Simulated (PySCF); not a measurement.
Gas-phase reaction: 3 InF₃ + N₂ = 3 InF + 2 NF₃

Computed with PySCF (xtb for GFN2) and rigid-rotor harmonic-oscillator thermochemistry at 1 bar. † marks an energy on the PBE0/def2-TZVP geometry and frequencies; other levels use their own. MP2 and CCSD(T) freeze the core. All species are closed-shell singlets. In: scalar-relativistic def2 core potential, no spin-orbit coupling. MP2 isn't extrapolated to the basis-set limit; its ΔH°(298 K) is 1468.5 kJ in def2-SVP and 1351.5 kJ in def2-TZVPP. CCSD(T) isn't extrapolated to the basis-set limit; its ΔH°(298 K) is 1312.2 kJ in def2-SVP and 1284.7 kJ in def2-TZVPP. The harmonic model lacks anharmonicity and excited electronic states, which grow with temperature; levels with a mode under 35 cm⁻¹ are left out.

ΔH° and ΔS° at 298 K: CCSD(T)/def2-SVP† 1312 kJ, 107 J/K; GFN2-xTB 431 kJ, 54 J/K; HF/def2-TZVP† 1427 kJ, 107 J/K; MP2/def2-SVP† 1468 kJ, 107 J/K; PBE0/def2-SVP† 1084 kJ, 107 J/K.

**Question.** With the heat capacities included, give log10 K (1 bar) at 500, 800, 1200, 1600, 2000 K from CCSD(T)/def2-SVP†, GFN2-xTB, HF/def2-TZVP†, MP2/def2-SVP†, PBE0/def2-SVP†.

**Answer.** 
```json
[
 {"T (K)": "500", "CCSD(T)/def2-SVP†": "-131.7", "GFN2-xTB": "-42.4", "HF/def2-TZVP†": "-143.7", "MP2/def2-SVP†": "-148.0", "PBE0/def2-SVP†": "-107.9"},
 {"T (K)": "800", "CCSD(T)/def2-SVP†": "-80.5", "GFN2-xTB": "-25.9", "HF/def2-TZVP†": "-88.1", "MP2/def2-SVP†": "-90.7", "PBE0/def2-SVP†": "-65.7"},
 {"T (K)": "1200", "CCSD(T)/def2-SVP†": "-52.2", "GFN2-xTB": "-16.8", "HF/def2-TZVP†": "-57.2", "MP2/def2-SVP†": "-59.0", "PBE0/def2-SVP†": "-42.3"},
 {"T (K)": "1600", "CCSD(T)/def2-SVP†": "-38.1", "GFN2-xTB": "-12.3", "HF/def2-TZVP†": "-41.9", "MP2/def2-SVP†": "-43.2", "PBE0/def2-SVP†": "-30.7"},
 {"T (K)": "2000", "CCSD(T)/def2-SVP†": "-29.7", "GFN2-xTB": "-9.6", "HF/def2-TZVP†": "-32.7", "MP2/def2-SVP†": "-33.8", "PBE0/def2-SVP†": "-23.7"}
]
```
